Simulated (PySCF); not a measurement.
Computed vibrations of [Eu(H2O)4]2+

[Eu(H2O)4]2+ (singlet in the valence; each metal's 4f electrons, 7 of them, lie in its core potential, out of spins and levels). PySCF 2.14.0, RKS PBE0, Eu lcecp-0-SVP with ECP53, O def2-SVP, H def2-SVP; non-relativistic Hamiltonian with scalar-relativistic core potentials where named; density fitting; no spin-orbit coupling. Central differences of gradients.

```xyz
13

Eu    0.0000    0.0000    0.0000
O     1.5083    1.4511    1.3908
H     2.3053    1.1911    1.8816
H     1.4377    2.4068    1.5518
O    -1.5083   -1.3907    1.4512
H    -1.4382   -1.5514    2.4066
H    -2.3047   -1.8821    1.1913
O     1.5083   -1.4511   -1.3908
H     1.4377   -2.4068   -1.5518
H     2.3053   -1.1911   -1.8816
O    -1.5083    1.3907   -1.4512
H    -2.3047    1.8821   -1.1913
H    -1.4382    1.5514   -2.4066
```

Run from Python with OMP_NUM_THREADS=2. Where DIIS fails, smearing, a level shift and second-order steps follow.
It took 3.9 min on 2 threads of Arm Neoverse V1, with other jobs on the host.

Task: What are the harmonic wavenumbers and infrared intensities?

Result: Negative numbers are unstable modes, those under 60 cm⁻¹ near the noise; a finer grid moves soft modes by up to 10 cm⁻¹.
```json
{"cm⁻¹": "17", "km/mol": "3.3", "symmetry": ""}
{"cm⁻¹": "24", "km/mol": "3.6", "symmetry": ""}
{"cm⁻¹": "27", "km/mol": "0.9", "symmetry": ""}
{"cm⁻¹": "34", "km/mol": "2.7", "symmetry": ""}
{"cm⁻¹": "38", "km/mol": "0.0", "symmetry": ""}
{"cm⁻¹": "77", "km/mol": "1.0", "symmetry": ""}
{"cm⁻¹": "103", "km/mol": "0.5", "symmetry": ""}
{"cm⁻¹": "129", "km/mol": "0.0", "symmetry": ""}
{"cm⁻¹": "160", "km/mol": "0.2", "symmetry": ""}
{"cm⁻¹": "276", "km/mol": "0.0", "symmetry": ""}
{"cm⁻¹": "279", "km/mol": "4.2", "symmetry": ""}
{"cm⁻¹": "279", "km/mol": "4.2", "symmetry": ""}
{"cm⁻¹": "282", "km/mol": "5.5", "symmetry": ""}
{"cm⁻¹": "473", "km/mol": "7.6", "symmetry": ""}
{"cm⁻¹": "475", "km/mol": "0.0", "symmetry": ""}
{"cm⁻¹": "476", "km/mol": "12.6", "symmetry": ""}
{"cm⁻¹": "496", "km/mol": "5.7", "symmetry": ""}
{"cm⁻¹": "503", "km/mol": "8.2", "symmetry": ""}
{"cm⁻¹": "510", "km/mol": "547.2", "symmetry": ""}
{"cm⁻¹": "512", "km/mol": "549.5", "symmetry": ""}
{"cm⁻¹": "517", "km/mol": "497.6", "symmetry": ""}
{"cm⁻¹": "1674", "km/mol": "125.6", "symmetry": ""}
{"cm⁻¹": "1674", "km/mol": "144.8", "symmetry": ""}
{"cm⁻¹": "1674", "km/mol": "125.6", "symmetry": ""}
{"cm⁻¹": "1676", "km/mol": "1.0", "symmetry": ""}
{"cm⁻¹": "3783", "km/mol": "246.8", "symmetry": ""}
{"cm⁻¹": "3784", "km/mol": "238.0", "symmetry": ""}
{"cm⁻¹": "3787", "km/mol": "248.8", "symmetry": ""}
{"cm⁻¹": "3791", "km/mol": "26.3", "symmetry": ""}
{"cm⁻¹": "3848", "km/mol": "313.2", "symmetry": ""}
{"cm⁻¹": "3848", "km/mol": "116.2", "symmetry": ""}
{"cm⁻¹": "3852", "km/mol": "311.1", "symmetry": ""}
{"cm⁻¹": "3852", "km/mol": "195.9", "symmetry": ""}
```

Task: Is this a minimum?

Result: Yes, within the noise of the softest modes. Ideal gas at 298.15 K and 1 bar: S = 536.9 J/(mol K), Cp = 178.6 J/(mol K), H − H(0 K) = 38.4 kJ/mol (rigid rotor, harmonic modes, spin degeneracy alone, that of the 4f electrons in the core included; the modes under 60 cm⁻¹ make these uncertain).

An lcecp potential fixes the number of 4f electrons, so in runs with it no electron can move into or out of that shell.
